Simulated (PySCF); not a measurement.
One entry of a table of gas-phase calculations, keyed by method. Lists by class give the value and the number of equivalent atoms.

```json
{
 "formula": "C7H10SSi",
 "smiles": "CS[SiH2]c1ccccc1",
 "charge": 0,
 "multiplicity": 1,
 "geometry_level": "PBE0-D3(BJ)/def2-SVP",
 "atoms_angstrom": [
  ["C", 3.733, -0.726, 0.458],
  ["S", 2.0, -1.274, 0.34],
  ["Si", 1.037, 0.639, 0.26],
  ["C", -0.804, 0.34, 0.077],
  ["C", -1.344, -0.953, 0.039],
  ["C", -2.718, -1.149, -0.097],
  ["C", -3.573, -0.053, -0.199],
  ["C", -3.052, 1.24, -0.165],
  ["C", -1.679, 1.433, -0.028],
  ["H", 4.036, -0.162, -0.435],
  ["H", 4.347, -1.633, 0.529],
  ["H", 3.901, -0.116, 1.358],
  ["H", 1.333, 1.424, 1.501],
  ["H", 1.57, 1.439, -0.888],
  ["H", -0.686, -1.823, 0.117],
  ["H", -3.122, -2.164, -0.124],
  ["H", -4.65, -0.207, -0.306],
  ["H", -3.719, 2.102, -0.245],
  ["H", -1.287, 2.455, -0.003]
 ],
 "electronic_structure_code": "PySCF",
 "results": {
  "PBE0-D3(BJ)/def2-SVP geometry optimisation, gas phase": {
   "rotational_constants_GHz": [3.471, 0.576, 0.499]
  },
  "PBE0/def2-SVPD ground state, ΔSCF and vertical TDDFT (core frozen in the response)": {
   "dipole_D": 0.77,
   "homo_eV": -6.85,
   "lumo_eV": -0.77,
   "S1_eV": 5.19,
   "strongest_line_of_10_singlets_eV": 5.97,
   "T1_tda_eV": 3.99,
   "polarisability_au": 130.7,
   "vertical_ip_eV": 8.62,
   "r2_bohr2_about_centre_of_nuclear_charge": 2202.7,
   "singlets_eV_and_f": [
    [5.19, 0.003],
    [5.38, 0.006],
    [5.44, 0.004],
    [5.63, 0.012],
    [5.97, 0.115],
    [6.14, 0.012],
    [6.51, 0.0],
    [6.54, 0.003],
    [6.64, 0.001],
    [6.65, 0.004]
   ],
   "triplets_tda_eV": [3.99, 4.59, 4.68, 5.07]
  },
  "PBE0/pcSseg-1 ground state and GIAO shieldings, non-relativistic": {
   "shift_vs_computed_TMS_C_by_class_ppm": [
    [140.5, 2],
    [135.8, 1],
    [133.5, 2],
    [133.0, 1],
    [13.2, 1]
   ],
   "shift_vs_computed_TMS_H_by_class_ppm": [
    [7.62, 2],
    [7.5, 1],
    [7.49, 2],
    [5.28, 2],
    [2.08, 3]
   ],
   "shielding_other_nuclei_by_class_ppm": [
    ["Si", 373.6, 1],
    ["S", 725.6, 1]
   ],
   "charges_hirshfeld_e_by_atom": [-0.11, -0.09, 0.3, -0.1, -0.04, -0.05, -0.04, -0.05, -0.04, 0.05, 0.05, 0.05, -0.08, -0.08, 0.04, 0.05, 0.05, 0.05, 0.05]
  }
 }
}
```

S1 lies 0.89 eV below the HOMO–LUMO gap; its leading configuration is HOMO→LUMO, weight 0.87. The dipole equals about 2.6 × 10⁻³⁰ C·m (1 D = 3.33564 × 10⁻³⁰ C·m). No computed singlet falls in the visible range (750 to 380 nm, 1.65 to 3.26 eV); S1 lies 1.93 eV above its blue end. The vertical singlet–triplet gap S1 − T1 is 1.20 eV (TDDFT singlet less Tamm–Dancoff triplet; S1: HOMO→LUMO, weight 0.87; T1: HOMO−1→LUMO, weight 0.61, beside HOMO−2→LUMO+1, weight 0.33). The principal polarisabilities are 85.5, 129.0 and 177.6 au; their mean is the isotropic value.

 NMR classes are plain means over equivalent atoms (diastereotopic ones count apart unless rotation or inversion swaps them), as if these changed places fast; in this geometry the members of some classes differ.

The values belong to the conformer `[CH3:1][S:2][SiH2:3][c:4]1[cH:5][cH:6][cH:7][cH:8][cH:9]1`: C1–S2–Si3–C4 178°, S2–Si3–C4–C5 1°.
